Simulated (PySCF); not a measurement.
**Polarisability and C₆ of Nb⁺ (niobium, charge +1)**

[Kr] 4d3 5s1, high-spin 5F determinant (an excited configuration). Calculation: PySCF 2.14, in ANO-RCC-VDZP; scalar relativity by spin-free X2C-1e. Coupled (time-dependent) response in atomic units; α is the mean over directions. The basis has no added diffuse functions, which lowers α and C₆. A double-zeta set is small for polarisabilities.

```
 method  mean α (bohr³)  C₆ (like pair)  S(−4)
r2SCAN0           49.74           385.0   1568
```

S(−4) is the Cauchy moment in α(ω) = α(0) + S(−4) ω² + …

Spin-orbit coupling is absent.

α(iu) at r2SCAN0:

```csv
u (hartree),α(iu) (bohr³)
0,49.74
0.0500,46.15
0.100,38.25
0.200,23.92
0.300,15.89
0.500,9.092
0.750,5.981
1.00,4.469
1.50,2.852
2.00,1.966
3.00,1.068
5.00,0.4438
```

For an ion, C₆ is the dispersion term alone; charge-induced terms of lower order in 1/R come first.
